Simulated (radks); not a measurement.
Charge is removed step by step from the 4s down level of the technetium ion Tc5+, starting from [Ar] 3d10 4s(up 1, down 1) 4p6 4d2. Method: scalar-relativistic Kohn-Sham, r2SCAN, spin-polarised, spherical densities, finite nucleus; open shells are filled with parallel spins first (spin-orbit coupling, left out, can overturn this in heavy ions); meta-GGA in the generalised Kohn-Sham scheme; Fermi nuclear charge, rms radius 4.4112 fm; computed with a radial shooting solver on a logarithmic mesh with Libxc functionals.

removed (e) = 0: E - E(0) (eV) 0.000; eigenvalue (eV) -136.57; E minus straight line (eV) 0.000
removed (e) = 0.25: E - E(0) (eV) 34.706; eigenvalue (eV) -141.16; E minus straight line (eV) -1.726
removed (e) = 0.5: E - E(0) (eV) 70.561; eigenvalue (eV) -145.76; E minus straight line (eV) -2.303
removed (e) = 0.75: E - E(0) (eV) 107.57; eigenvalue (eV) -150.38; E minus straight line (eV) -1.727
removed (e) = 1: E - E(0) (eV) 145.73; eigenvalue (eV) -154.98; E minus straight line (eV) 0.000

Removing the whole electron costs 145.73 eV by Delta-SCF, against 136.57 eV from minus the eigenvalue at the starting occupation. Slater's transition state (half an electron removed) gives 145.76 eV. Integrating minus the eigenvalue over the occupation (Janak's theorem) gives 145.77 eV. In this scalar-relativistic scheme the density is built from large components alone, so the theorem holds only approximately. The mean slope of the eigenvalue, de/dn, is 18.4 eV per electron.
